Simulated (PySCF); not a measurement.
C6H6O, SMILES C1=C[C@H]2C=C[C@@H]1O2.

Geometry optimised at PBE-D3(BJ)/def2-SVP. The structure was generated by enumeration; whether it is a known compound was not checked. One conformer was computed; it need not be the lowest.

Calculation: PBE/def2-TZVP run with PySCF.

Symmetry labels are those of the subgroup C2v that the program uses (full group C2v).

Computed valence orbital energies around the gap with their symmetry:
| orbital | symmetry | energy (eV) |
|---|---|---|
| HOMO−7 | B2 | -10.04 |
| HOMO−6 | A1 | -9.53 |
| HOMO−5 | B1 | -9.11 |
| HOMO−4 | A1 | -9.06 |
| HOMO−3 | A2 | -8.26 |
| HOMO−2 | A1 | -6.57 |
| HOMO−1 | B2 | -6.33 |
| HOMO | B2 | -5.28 |
| LUMO | B1 | -1.84 |
| LUMO+1 | A2 | -0.20 |
| LUMO+2 | A1 | 0.78 |
| LUMO+3 | B2 | 1.63 |
